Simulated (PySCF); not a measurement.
Bonds (- single, = double, # triple, : aromatic): C1#C2 1.202 Å, C2-Si3 1.864 Å, Si3-N4 1.727 Å, Si3-C5 1.884 Å, C5=C6 1.322 Å. C1 carries H7; Si3 carries H8; N4 carries H9, H10; C5 carries H11; C6 carries H12, H13. Stereochemistry as in C#C[Si@@H](N)C=C. H13 is cis to Si3; H12 is trans to Si3.

PySCF 2.14.0 with density-fitted response routines calculation with shieldings: GIAO PBE0/pcSseg-1 and structure optimised with GFN2-xTB; fast rotation and ring inversion assumed for equivalent nuclei, non-relativistic Hamiltonian, single conformer, no solvent.

Shifts are taken against calculated references (same method and geometry level): $^{13}$C (σ = 186.93 ppm) and $^{1}$H (σ = 31.72 ppm) and $^{29}$Si (σ = 349.16 ppm) vs TMS; $^{15}$N (σ = 267.73 ppm) against NH3.

```csv
atoms,nucleus,count,δ (ppm)
C6,$^{13}$C,1,?
C1,$^{13}$C,1,100.4
H12,$^{1}$H,1,6.39
H13,$^{1}$H,1,6.17
C5,$^{13}$C,1,?
H8,$^{1}$H,1,4.88
C2,$^{13}$C,1,?
H7,$^{1}$H,1,1.92
H9/H10,$^{1}$H,2,0.44
Si3,$^{29}$Si,1,-45.6
H11,$^{1}$H,1,6.48
N4,$^{15}$N,1,?
```

Problem. Fill in the missing shifts.

Solution. 
- C5: 142.5 ppm, alkene CH; as expected for a trigonal carbon in a double bond
- C6: 141.7 ppm, terminal =CH2 carbon; the olefinic region
- C2: 93.1 ppm, alkyne carbon; sp carbons lie upfield of alkene carbons because the cylindrical π system leaves one tensor component strongly shielded
- N4: 18.6 ppm, nitrogen bonded to Si, 2 H

OH/NH shifts are gas-phase values; hydrogen bonding in solution moves them, usually downfield. Shifts are as computed. Against solution values, carbons near 30 ppm lie about +3 ppm off and those near 130 ppm about +5 ppm. Of 1309 compounds with measured shifts, 239 miss one by over three times the rms of a fit or turn the order of signals round; such compounds aren't used in these exercises. Experimental scales use liquid or dissolved standards, which lie at an offset from isolated NH3 (liquid NH3: subtract about 20 ppm).
